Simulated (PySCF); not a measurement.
# Magnetisability: `O1CCC[C@@](C)(C#N)C1=O`, C₇H₉NO₂

Molfile (atoms numbered from 1):
```
C7H9NO2
     RDKit          3D

 19 19  0  0  0  0  0  0  0  0999 V2000
    2.1332   -0.3132   -0.5565 C   0  0  0  0  0  0  0  0  0  0  0  0
    0.8018    0.1355    0.0580 C   0  0  1  0  0  0  0  0  0  0  0  0
    1.0171    1.3806    0.7708 C   0  0  0  0  0  0  0  0  0  0  0  0
    1.1695    2.3771    1.3088 N   0  0  0  0  0  0  0  0  0  0  0  0
   -0.2844    0.3607   -1.0026 C   0  0  0  0  0  0  0  0  0  0  0  0
   -1.6180    0.5757   -0.2984 C   0  0  0  0  0  0  0  0  0  0  0  0
   -1.9518   -0.6874    0.4775 C   0  0  0  0  0  0  0  0  0  0  0  0
   -0.9132   -1.1178    1.3499 O   0  0  0  0  0  0  0  0  0  0  0  0
    0.3785   -0.8744    1.1482 C   0  0  0  0  0  0  0  0  0  0  0  0
    1.1944   -1.4062    1.8481 O   0  0  0  0  0  0  0  0  0  0  0  0
    2.8611   -0.4937    0.2306 H   0  0  0  0  0  0  0  0  0  0  0  0
    1.9911   -1.2362   -1.1146 H   0  0  0  0  0  0  0  0  0  0  0  0
    2.5139    0.4539   -1.2273 H   0  0  0  0  0  0  0  0  0  0  0  0
   -0.3387   -0.5141   -1.6559 H   0  0  0  0  0  0  0  0  0  0  0  0
   -0.0231    1.2262   -1.6150 H   0  0  0  0  0  0  0  0  0  0  0  0
   -1.5429    1.4277    0.3816 H   0  0  0  0  0  0  0  0  0  0  0  0
   -2.4141    0.7749   -1.0156 H   0  0  0  0  0  0  0  0  0  0  0  0
   -2.1601   -1.5129   -0.2159 H   0  0  0  0  0  0  0  0  0  0  0  0
   -2.8241   -0.5472    1.1209 H   0  0  0  0  0  0  0  0  0  0  0  0
  1  2  1  0
  2  3  1  1
  3  4  3  0
  2  5  1  0
  5  6  1  0
  6  7  1  0
  7  8  1  0
  8  9  1  0
  9 10  2  0
  9  2  1  0
  1 11  1  0
  1 12  1  0
  1 13  1  0
  5 14  1  0
  5 15  1  0
  6 16  1  0
  6 17  1  0
  7 18  1  0
  7 19  1  0
M  END
```

Computed with PySCF, GIAO BHandHLYP/pcSseg-1 magnetisability, rotational g tensor and spin-rotation constants, non-relativistic, gas phase. Geometry: GFN2-xTB.

(1) What are the magnetisability and the molar susceptibility?

(2) Split it along the inertial axes a, b, c into diamagnetic and paramagnetic parts about the centre of mass, with the quadrupole moment.

(3) And the rotational g tensor?

## Answers

(1) Isotropic -1386 × 10⁻³⁰ J/T², or -83.5 × 10⁻⁶ cm³/mol; principal values -1503, -1342, -1315 × 10⁻³⁰ J/T², anisotropy 176 × 10⁻³⁰ J/T² (root of half the summed squared differences of the principal values). The susceptibility is in cgs units.

(2) 
```csv
axis,χ (10⁻⁶ cm³/mol),diamagnetic (10⁻⁶ cm³/mol),paramagnetic (10⁻⁶ cm³/mol),summed x² of all electrons (Å²),quadrupole Θ (D Å)
a,-82.3,-803.9,721.6,160.0,+5.92
b,-80.9,-992.7,911.8,115.5,-8.26
c,-87.3,-1168.9,1081.7,74.0,+2.34
```
Anisotropies 2χaa − χbb − χcc = +3.6 and 2χbb − χaa − χcc = +7.7 × 10⁻⁶ cm³/mol. Θ is traceless in Buckingham's convention.

(3) 
| axis | rotational constant (GHz) | g | nuclear part | electronic part |
| --- | --- | --- | --- | --- |
| a | 1.7336 | -0.0256 | 0.5622 | -0.5877 |
| b | 1.3772 | -0.0158 | 0.5742 | -0.5899 |
| c | 1.1244 | -0.0128 | 0.5585 | -0.5714 |

Asymmetric top; isotopes 12C, 1H, 14N, 16O; no vibrational averaging.
